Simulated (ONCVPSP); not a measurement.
# Configuration tests for Mn (ONCV)

manganese, optimised norm-conserving Vanderbilt (ONCV), made with ONCVPSP 4.0.1 (PBEsol, scalar-relativistic). Core [Ar], reference 3d6 4s1. Waves: 4s: rc 2.55 bohr, ncon 5, nbas 8, qcut 3 1/bohr, 1 projector; p scattering state at 0.08 Ha: rc 2.50 bohr, ncon 3, nbas 7, qcut 2.6 1/bohr, 2 projectors, debl 1.8 Ha; 3d: rc 1.90 bohr, ncon 5, nbas 9, qcut 8.4 1/bohr, 3 projectors, debl 0.5 Ha. Local part: polynomial inside 1.80 bohr (lpopt 5, dvloc0 4 Ha). Core correction: none.

Energies are relative to the spin-unpolarised reference configuration 3d6 4s1; without spin polarisation the order of configurations can differ from experiment.

```json
{"valence configuration": "3d5 4s2", "charge": "0", "ΔE all-electron (eV)": "0.366", "error AE − PS (meV)": "-42"}
{"valence configuration": "3d5 4s1", "charge": "+1", "ΔE all-electron (eV)": "8.799", "error AE − PS (meV)": "-14"}
{"valence configuration": "3d5 4s0", "charge": "+2", "ΔE all-electron (eV)": "24.311", "error AE − PS (meV)": "+57"}
```

(1) What are ΔE and the potential's error for 3d4 4s2 4p1?

Results:

(1) ΔE = 8.195 eV all-electron; the error (AE − PS) is -206 meV.
